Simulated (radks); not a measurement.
Results of a calculation; reference values are marked as such.
Initial-state core-level shifts of the europium ion Eu+ when its valence configuration changes from [Xe] 4f7 6s1. Level of theory: scalar-relativistic Kohn-Sham, PBEsol, spin-unpolarised, spherical densities, point nucleus (a radial shooting solver on a logarithmic mesh with Libxc functionals). Shifts are changes of the shell-averaged eigenvalues in eV (positive: less bound).

valence                   2s       3d       5s      5p
4f7 5d1               +1.751   +1.706   +1.867  +1.754
4f6.5 6s1 6p0.5       -4.970   -5.291   -3.496  -3.070
4f7 6s0.5 6p0.5       -0.625   -0.617   -0.654  -0.639
4f6 6s1 6p1          -10.470  -11.176   -7.128  -6.230
4f4.5 5d2 6s1 6p0.5  -21.178  -23.459  -10.898  -8.945
4f7 6p1               -1.240   -1.225   -1.298  -1.268
4f6 5d1 6s1           -6.859   -7.617   -3.580  -2.888
4f6 6p2              -11.661  -12.361   -8.315  -7.377
4f5 5d2 6s1          -14.874  -16.610   -7.235  -5.777
